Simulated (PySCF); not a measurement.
PySCF job for Br3Re, SMILES [Br][Re]([Br])[Br] (connectivity only; charge and spin as stated), neutral, multiplicity 5, PBE-D3(BJ)/def2-SVP. Geometry: PBE-D3(BJ)/def2-SVP. A frequency run showed that this geometry is not a minimum. The multiplicity is an assumed one; other spin states were not compared. The def2 effective core potentials stand for the cores of Re; spin–orbit coupling is left out.

```python
import numpy as np
from pyscf import gto, scf, dft, df
from pyscf.hessian import thermo

mol = gto.M(
    atom='''
    Re    0.00000000    0.00000000    0.19269443
    Br    0.00000000    2.33150754    0.89197315
    Br    0.00000000   -2.33150753    0.89197316
    Br    0.00000000   -0.00000001   -2.19686295
    ''',
    basis='def2-SVP',
    ecp={'Re': 'def2-svp'},
    charge=0,
    spin=4,
    max_memory=1600,
    verbose=3,
)
mf = dft.UKS(mol, xc='pbe').density_fit(auxbasis='def2-universal-jkfit')
mf.disp = 'd3bj'
mf.grids.level = 3
mf.conv_tol = 1e-11
mf.max_cycle = 100
mf.kernel()
fine, coarse = mf.grids, dft.Grids(mol).set(level=1).build(with_non0tab=True)
for _ in range(3):  # follow internal instabilities
    mf.grids = coarse
    mo, _, stable, _ = mf.stability(return_status=True, nroots=4)
    mf.grids = fine
    if stable:
        break
    mf.kernel(mf.make_rdm1(mo, mf.mo_occ))

# [left out here: the lines that compute and print the analytic Hessian (its translational invariance restored by hand, since the grid's response is missing), thermochemistry and intensities]
```

Output:

```

WARN: HOMO -0.399987173134349 >= LUMO -0.454421524311709


WARN: HOMO -0.00909870319170059 >= LUMO -0.0114986963416172

converged SCF energy = -7798.80086645801  <S^2> = 6.0190461  2S+1 = 5.0076126
<class 'pyscf.df.df_jk.DFUKS'> wavefunction is stable in the internal stability analysis

WARN: DFTD3 does not support analytical Hessian, using finite difference


WARN: Mole.unit (angstrom) is changed to Bohr

Mode                                 0                   1                   2
Irrep
Freq [cm^-1]                      -37.1102             49.7678             56.9767
Reduced mass [au]                  86.3316            116.5173             90.5080
Force const [Dyne/A]               -0.0700              0.1700              0.1731
Char temp [K]                     -53.3933             71.6048             81.9767
Normal mode                   x     y     z       x     y     z       x     y     z
       0  Re                 0.00 -0.03  0.00    0.05  0.00 -0.00   -0.00 -0.00 -0.03
       1  Br                -0.00 -0.01 -0.04   -0.05 -0.00  0.00    0.00 -0.03  0.06
       2  Br                -0.00 -0.01  0.04   -0.05  0.00  0.00    0.00  0.03  0.06
       3  Br                -0.00  0.08  0.00   -0.03 -0.00 -0.00    0.00  0.00 -0.04
Mode                                 3                   4                   5
Irrep
Freq [cm^-1]                      225.0525            263.6001            275.2078
Reduced mass [au]                  80.1351            105.7214            100.0371
Force const [Dyne/A]                2.3913              4.3282              4.4641
Char temp [K]                     323.8004            379.2619            395.9628
Normal mode                   x     y     z       x     y     z       x     y     z
       0  Re                 0.00  0.00 -0.01    0.00 -0.05 -0.00    0.00 -0.00  0.04
       1  Br                -0.00  0.07  0.02   -0.00  0.06  0.02   -0.00 -0.01 -0.01
       2  Br                -0.00 -0.07  0.02   -0.00  0.06 -0.02   -0.00  0.01 -0.01
       3  Br                -0.00 -0.00 -0.03   -0.00 -0.00  0.00   -0.00  0.00 -0.09
temperature 298.1500 [K]
pressure 101325.00 [Pa]
Rotational constants [GHz] 0.97249 0.58176 0.36401
Symmetry number 2
Zero-point energy (ZPE) 0.00198 [Eh]   5207.374 [J/mol]
                           tot       elec      trans        rot        vib
Entropy [J/mol/K]       385.291     13.382    184.253    126.968     60.689
Cv [J/mol/K]             63.495      0.000     12.472     12.472     38.552
Cp [J/mol/K]             71.810      0.000     20.786     12.472     38.552
Internal energy [J/mol]                      3718.434   3718.434  13340.942
Internal energy [Eh]   -7798.79295  -7798.80087
Enthalpy [J/mol]                             6197.391   3718.434  13340.942
Enthalpy [Eh]          -7798.79201
Gibbs free energy [J/mol]                  -48737.504 -34137.124  -4753.441
Gibbs free energy [Eh] -7798.83576
mode   freq/cm-1   IR/(km/mol)
   1      -37.11         1.194
   2       49.77         1.197
   3       56.98         0.030
   4      225.05         0.498
   5      263.60        55.226
   6      275.21        12.236
max |gradient| / (hartree/bohr): 8.6057297615221e-05
APT charges: [ 1.2066 -0.4386 -0.4386 -0.3295]
```

The run converged. The end point has an imaginary mode, so it is no minimum.

Cost: around 8 core-minutes (rough).
